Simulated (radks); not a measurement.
The numbers below are computed, except where a source is named.
Question: These are the eigenvalues of the occupied orbitals of an atom or ion with whole-number occupations (eV). Level of theory: Dirac Kohn-Sham, LDA (Slater exchange, Perdew-Wang correlation), spin-unpolarised, spherical densities, point nucleus (a radial shooting solver on a logarithmic mesh with Libxc functionals).

1s1/2: -59554.60
2s1/2: -10358.65
2p1/2: -9895.103
2p3/2: -8915.390
3s1/2: -2618.730
3p1/2: -2414.308
3p3/2: -2207.169
3d3/2: -1857.272
3d5/2: -1811.937
4s1/2: -803.6981
4p1/2: -720.6787
4p3/2: -671.3147
4d3/2: -533.4666
4d5/2: -524.0357
4f5/2: -352.1404
4f7/2: -350.2758

Which element is it, and in what charge state? The configuration may be excited. Open shells, if any, are shared by 2j + 1.

Answer: Z = 69, thulium, charge +16: Tm16+ in [Ar] 3d10 4s2 4p5 4d10 4f8. The list shows which subshells hold electrons but not how many an open one holds; the 1s level, -2188.6 hartree, gives Z - s = 66.2 by -(Z - s)^2/2, which with screening and relativity narrows Z to a few neighbours, and the depths of the outer levels then fix element, charge and occupations together.
